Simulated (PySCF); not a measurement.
CHN, charge +1, doublet, geometry from GFN2-xTB (a state made from the parent by changing its charge; the spin is typed, not shown lowest); B3LYP/def2-TZVP (PySCF).

Here is a job for PySCF.
```python
from pyscf import gto, scf, dft

mol = gto.Mole()
mol.atom = '''
    C    -0.00000000   -0.00000000   -0.48312722
    N     0.00000000    0.00000000    0.64165945
    H    -0.00000000   -0.00000000   -1.59285286
'''
mol.basis = 'def2-tzvp'
mol.charge = 1
mol.spin = 1
mol.verbose = 4
mol.symmetry = True
mol.build()

mf = dft.UKS(mol)
mf.xc = 'b3lyp'
mf.kernel()
mf.analyze()
```

What the program printed (banner, timings and long lists left out):

```
PySCF version 2.14.0

[INPUT] verbose = 4
[INPUT] num. atoms = 3
[INPUT] num. electrons = 13
[INPUT] charge = 1
[INPUT] spin (= nelec alpha-beta = 2S) = 1
[INPUT] symmetry True subgroup None
[INPUT] Mole.unit = angstrom
[INPUT] Symbol           X                Y                Z      unit          X                Y                Z       unit  Magmom
[...]
nuclear repulsion = 24.2785607345774
point group symmetry = Coov
symmetry origin: [ 0.00000000e+00  0.00000000e+00 -4.04941319e-09]
symmetry axis x: [1. 0. 0.]
symmetry axis y: [0. 1. 0.]
symmetry axis z: [0. 0. 1.]
num. orbitals of irrep A1 = 26
num. orbitals of irrep E1x = 13
num. orbitals of irrep E1y = 13
num. orbitals of irrep E2x = 6
num. orbitals of irrep E2y = 6
num. orbitals of irrep E3x = 2
num. orbitals of irrep E3y = 2
number of shells = 26
number of NR pGTOs = 100
number of NR cGTOs = 68
basis = def2-tzvp
ecp = {}

******** <class 'pyscf.dft.uks_symm.SymAdaptedUKS'> ********
method = SymAdaptedUKS
initial guess = minao
damping factor = 0
level_shift factor = 0
DIIS = <class 'pyscf.scf.diis.CDIIS'>
diis_start_cycle = 1
diis_space = 8
diis_damp = 0
SCF conv_tol = 1e-09
SCF conv_tol_grad = None
SCF max_cycles = 50
direct_scf = True
direct_scf_tol = 1e-13
number electrons alpha = 7  beta = 6
XC library pyscf.dft.libxc version 7.1.2
    S. Lehtola, C. Steigemann, M. J. T. Oliveira, and M. A. L. Marques,  SoftwareX 7, 1–5 (2018)
XC functionals = b3lyp
    P. J. Stephens, F. J. Devlin, C. F. Chabalowski, and M. J. Frisch,  J. Phys. Chem. 98, 11623 (1994)
radial grids:
    Treutler-Ahlrichs [JCP 102, 346 (1995); DOI:10.1063/1.469408] (M4) radial grids

becke partition: Becke, JCP 88, 2547 (1988); DOI:10.1063/1.454033
pruning grids: <function nwchem_prune>
grids dens level: 3
symmetrized grids: True
atomic radii adjust function: <function treutler_atomic_radii_adjust>
small_rho_cutoff = 0
Freeze 0 electrons in irreps []
    13 free electrons in irreps A1 E1x E1y E2x E2y E3x E3y
Set gradient conv threshold to 3.16228e-05
tot grids = 37832
init E= -93.5827781054397

cycle= 1 E= -92.9195722474818  delta_E= 0.663  |g|= 0.219  |ddm|= 1.05
cycle= 2 E= -92.7738542787886  delta_E= 0.146  |g|= 0.624  |ddm|= 0.813
cycle= 3 E= -92.9246935302001  delta_E= -0.151  |g|= 0.222  |ddm|=  0.2
cycle= 4 E= -92.9348297175525  delta_E= -0.0101  |g|= 0.164  |ddm|= 0.0948
cycle= 5 E= -92.947306198623  delta_E= -0.0125  |g|= 0.0194  |ddm|= 0.121
cycle= 6 E= -92.9475273806398  delta_E= -0.000221  |g|= 0.0126  |ddm|= 0.0145
cycle= 7 E= -92.9476608367546  delta_E= -0.000133  |g|= 0.00271  |ddm|= 0.0124
cycle= 8 E= -92.947689593055  delta_E= -2.88e-05  |g|= 0.000879  |ddm|= 0.00839
cycle= 9 E= -92.9476910105735  delta_E= -1.42e-06  |g|= 0.000107  |ddm|= 0.00208
cycle= 10 E= -92.9476910181391  delta_E= -7.57e-09  |g|= 1.49e-05  |ddm|= 0.000122
cycle= 11 E= -92.9476910183485  delta_E= -2.09e-10  |g|= 4.59e-06  |ddm|= 1.81e-05
Extra cycle  E= -92.9476910183089  delta_E= 3.96e-11  |g|= 1.09e-05  |ddm|= 6.95e-06
converged SCF energy = -92.9476910183089  <S^2> = 0.76983155  2S+1 = 2.0197342
**** SCF Summaries ****
Total Energy =                         -92.947691018308888
Nuclear Repulsion Energy =              24.278560734577429
One-electron Energy =                 -168.051512044523633
Two-electron Energy =                   50.825260291637321
Two-electron Coulomb Energy =           63.107533121925869
DFT Exchange-Correlation Energy =      -12.282272830288544
TODO: total wave-function symmetry for Coov
alpha occupancy for each irrep:     A1  E1x  E1y  E2x  E2y  E3x  E3y
                                     5    1    1    0    0    0    0
beta  occupancy for each irrep:     A1  E1x  E1y  E2x  E2y  E3x  E3y
                                     4    1    1    0    0    0    0
**** MO energy ****
alpha MO #1 (A1 #1), energy= -14.8039803955757 occ= 1
alpha MO #2 (A1 #2), energy= -10.6367978284211 occ= 1
alpha MO #3 (A1 #3), energy= -1.34727792253289 occ= 1
[...]
beta  MO #7 (A1 #5), energy= -0.634497509167293 occ= 0
beta  MO #8 (E1x #2), energy= -0.32390386802092 occ= 0
beta  MO #9 (E1y #2), energy= -0.32390386802092 occ= 0
beta  MO #10 (A1 #6), energy= -0.212546423017084 occ= 0
beta  MO #11 (A1 #7), energy= -0.136055971314374 occ= 0
beta  MO #12 (E1x #3), energy= -0.0378253164505895 occ= 0
beta  MO #13 (E1y #3), energy= -0.0378253164505895 occ= 0
beta  MO #14 (A1 #8), energy= 0.0231318297379204 occ= 0
beta  MO #15 (A1 #9), energy= 0.100337521208516 occ= 0
beta  MO #16 (A1 #10), energy= 0.1415904076716 occ= 0
beta  MO #17 (E1x #4), energy= 0.15010929385933 occ= 0
beta  MO #18 (E1y #4), energy= 0.15010929385933 occ= 0
beta  MO #19 (E2x #1), energy= 0.318100943546938 occ= 0
beta  MO #20 (E2y #1), energy= 0.318100943546938 occ= 0
beta  MO #21 (A1 #11), energy= 0.366400743987761 occ= 0
beta  MO #22 (E1x #5), energy= 0.47052854681633 occ= 0
beta  MO #23 (E1y #5), energy= 0.47052854681633 occ= 0
beta  MO #24 (A1 #12), energy= 0.488070540901745 occ= 0
beta  MO #25 (E2x #2), energy= 0.850224411325248 occ= 0
beta  MO #26 (E2y #2), energy= 0.850224411325248 occ= 0
beta  MO #27 (A1 #13), energy= 0.894750860915224 occ= 0
beta  MO #28 (E1x #6), energy= 1.04031987712981 occ= 0
beta  MO #29 (E1y #6), energy= 1.04031987712981 occ= 0
beta  MO #30 (A1 #14), energy= 1.06262024360171 occ= 0
beta  MO #31 (E1x #7), energy= 1.14962922437824 occ= 0
beta  MO #32 (E1y #7), energy= 1.14962922437824 occ= 0
beta  MO #33 (A1 #15), energy= 1.18398562617097 occ= 0
beta  MO #34 (A1 #16), energy= 1.47251029221625 occ= 0
beta  MO #35 (E1x #8), energy= 1.62164681867134 occ= 0
beta  MO #36 (E1y #8), energy= 1.62164681867134 occ= 0
beta  MO #37 (A1 #17), energy= 1.88518453564119 occ= 0
beta  MO #38 (E1x #9), energy= 2.03717062338446 occ= 0
beta  MO #39 (E1y #9), energy= 2.03717062338446 occ= 0
beta  MO #40 (A1 #18), energy= 2.09403052719403 occ= 0
beta  MO #41 (E3x #1), energy= 2.29157519515667 occ= 0
beta  MO #42 (E3y #1), energy= 2.29157519515667 occ= 0
beta  MO #43 (E2x #3), energy= 2.38164514541697 occ= 0
beta  MO #44 (E2y #3), energy= 2.38164514541697 occ= 0
beta  MO #45 (A1 #19), energy= 2.47197271244648 occ= 0
beta  MO #46 (E1x #10), energy= 2.53531282050757 occ= 0
beta  MO #47 (E1y #10), energy= 2.53531282050757 occ= 0
beta  MO #48 (E2x #4), energy= 2.59375556713725 occ= 0
beta  MO #49 (E2y #4), energy= 2.59375556713725 occ= 0
beta  MO #50 (A1 #20), energy= 2.89978486733147 occ= 0
beta  MO #51 (E1x #11), energy= 3.11105543191844 occ= 0
beta  MO #52 (E1y #11), energy= 3.11105543191844 occ= 0
beta  MO #53 (A1 #21), energy= 3.41537741112516 occ= 0
beta  MO #54 (E3x #2), energy= 3.58412934244644 occ= 0
beta  MO #55 (E3y #2), energy= 3.58412934244644 occ= 0
beta  MO #56 (E2x #5), energy= 4.07601416804018 occ= 0
beta  MO #57 (E2y #5), energy= 4.07601416804018 occ= 0
beta  MO #58 (E2x #6), energy= 4.2210372711111 occ= 0
beta  MO #59 (E2y #6), energy= 4.2210372711111 occ= 0
beta  MO #60 (A1 #22), energy= 4.32921355776925 occ= 0
beta  MO #61 (E1x #12), energy= 4.59148255033802 occ= 0
beta  MO #62 (E1y #12), energy= 4.59148255033802 occ= 0
beta  MO #63 (A1 #23), energy= 5.03810505123007 occ= 0
beta  MO #64 (E1x #13), energy= 5.13604844665363 occ= 0
beta  MO #65 (E1y #13), energy= 5.13604844665363 occ= 0
beta  MO #66 (A1 #24), energy= 5.77406160924773 occ= 0
beta  MO #67 (A1 #25), energy= 21.7452739474829 occ= 0
beta  MO #68 (A1 #26), energy= 31.5648333749804 occ= 0
 ** Mulliken pop alpha/beta on meta-lowdin orthogonal AOs **
 ** Mulliken pop       alpha | beta **
In total             7.00000 | 6.00000
 ** Mulliken atomic charges   ( Nelec_alpha | Nelec_beta ) **
charge of  0C =      0.31359  (     2.76186      2.92455 )
charge of  1N =      0.37712  (     3.87981      2.74307 )
charge of  2H =      0.30929  (     0.35833      0.33238 )

WARN: System has nonzero charge 1; the dipole moment is origin-dependent.
Location of origin: [0. 0. 0.]

Dipole moment(X, Y, Z, Debye):  0.00000,  0.00000, -1.66205
```
